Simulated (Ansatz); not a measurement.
Ligand exchange: Sn(CH3)3I + H2O2 → Sn(CH3)3(OH) + HOI

Gas-phase species: Sn(CH3)3I (iodotrimethylstannane), singlet; H2O2 (hydrogen peroxide) `OO`, singlet; Sn(CH3)3(OH), singlet; HOI (hypoiodous acid) `OI`, singlet. The partners trade I for OH: Sn–I and O–OH bonds give way to Sn–OH and O–I.

Shapes, held fixed at every level: PBE0-D4/def2-TZVP. Flexible molecules stand in one conformer, not always the lowest. Programs: Ansatz 0.2.0. The zero-point and thermal change to 298 K, harmonic and unscaled (PBE0-D4/def2-TZVP), is -6.1 kJ/mol.

```json
{"level": "SPW92/def2-TZVPP", "kind": "LDA", "ΔH(298 K) (kJ/mol)": "-85.4"}
{"level": "r2SCAN-D4/def2-TZVPP", "kind": "meta-GGA", "ΔH(298 K) (kJ/mol)": "-87.6"}
{"level": "B3LYP-D4/def2-TZVPP", "kind": "global hybrid", "ΔH(298 K) (kJ/mol)": "-91.5"}
{"level": "BHLYP-D4/def2-TZVPP", "kind": "global hybrid", "ΔH(298 K) (kJ/mol)": "-85.5"}
{"level": "wB97X-V/def2-TZVPP", "kind": "range-separated hybrid", "ΔH(298 K) (kJ/mol)": "-88.4"}
{"level": "B2PLYP/def2-TZVPP", "kind": "double hybrid", "ΔH(298 K) (kJ/mol)": "-98.9"}
{"level": "MP2/def2-SVP", "kind": "perturbation theory", "ΔH(298 K) (kJ/mol)": "-64.5"}
{"level": "MP2/def2-TZVPP", "kind": "perturbation theory", "ΔH(298 K) (kJ/mol)": "-95.9"}
```

MP2/def2-TZVPP gives ΔH(298 K) = -95.9 kJ/mol; the levels span -98.9 to -64.5. The median of the levels is -88.0. No measured value is set beside it here. For atoms past krypton def2 sets carry core potentials with scalar relativity. Outer-core shells of I, Sn are correlated, in sets that cover them unevenly.
